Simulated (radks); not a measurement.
Spherical jellium clusters: N electrons in a uniform positive sphere of charge N and radius rs N^(1/3), rs = 2.38 bohr. Method: non-relativistic Kohn-Sham, PBEsol, spin-polarised, spherical densities; computed with a radial shooting solver with Libxc functionals. Levels are named by radial order and angular momentum (1s, 1p, 1d, 2s, ...), and open shells are averaged over m.

N = 24, configuration 1s2 1p6 1d10 2s2 1f(up 4, down 0). This is the lowest configuration that the search found. Occupied and some empty levels:

| level | occupation | eigenvalue (eV) | <r> (bohr) |
|---|---|---|---|
| 1s up | 1 | -10.156 | 4.161 |
| 1s down | 1 | -9.9780 | 4.013 |
| 1p up | 3 | -8.1217 | 5.051 |
| 1p down | 3 | -7.7936 | 4.943 |
| 1d up | 5 | -5.6822 | 5.734 |
| 1d down | 5 | -5.2484 | 5.665 |
| 2s up | 1 | -4.8300 | 5.060 |
| 2s down | 1 | -4.5334 | 5.089 |
| 1f up | 4 | -2.9713 | 6.421 |
| 1f down | 0 | -2.4762 | 6.407 |
| 2p up | 0 | -2.1497 | 6.677 |
| 2p down | 0 | -1.8440 | 6.745 |
| 1g up | 0 | -0.19400 | 7.546 |

Energy (eV): total -22.2151, kinetic 106.49, external -2653.3, Hartree 1288.6, exchange-correlation -133.85, background 1369.9.

Electron density:

| r (bohr) | n(r) (e/bohr^3) |
|---|---|
| 0.229 | 0.02257 |
| 0.805 | 0.02141 |
| 1.38 | 0.01946 |
| 1.96 | 0.01758 |
| 2.53 | 0.01655 |
| 3.11 | 0.01667 |
| 3.69 | 0.01758 |
| 4.26 | 0.01836 |
| 4.84 | 0.01802 |
| 5.41 | 0.01599 |
| 5.99 | 0.01250 |
| 6.57 | 0.008512 |
| 7.14 | 0.005104 |
| 7.72 | 0.002794 |
| 8.29 | 0.001442 |
| 8.87 | 0.0007165 |
| 9.45 | 0.0003492 |
| 10.0 | 0.0001697 |
| 10.6 | 0.00008195 |
| 11.2 | 0.00004018 |
